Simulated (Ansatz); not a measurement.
System: sum formula SiCl₂F, net charge 0, doublet state. It need not be the lowest isomer of its formula. 
Coordinates optimised at B3LYP-D3(BJ)/def2-TZVP (Ansatz, a quantum-chemistry and plane-wave program):
```xyz
4

Si    -0.0174    -0.5502     0.2429
F     -0.1716    -1.4749    -1.0483
Cl    -1.6276     0.7247     0.3009
Cl     1.7328     0.5092     0.0540
```
Charge 0, spin multiplicity 2.

Parts of the frozen-core correlation energy in STO-3G (Ansatz, hartree). Frozen orbitals: 16; correlated occupied orbitals by spin: 13 and 12; virtual: 3 and 4. UHF or UKS for open shells. No spin-orbit coupling. Non-relativistic.

```json
[
 {"term": "reference (HF)", "value": "-1292.89143"},
 {"term": "MP2 opposite-spin", "value": "-0.04132"},
 {"term": "MP2 same-spin", "value": "-0.01012"},
 {"term": "CCSD correlation", "value": "-0.06343"},
 {"term": "(T)", "value": "-0.00409"},
 {"term": "T1 diagnostic", "value": "0.013"},
 {"term": "largest doubles amplitude", "value": "0.039"},
 {"term": "<S^2> of the reference", "value": "0.755"}
]
```
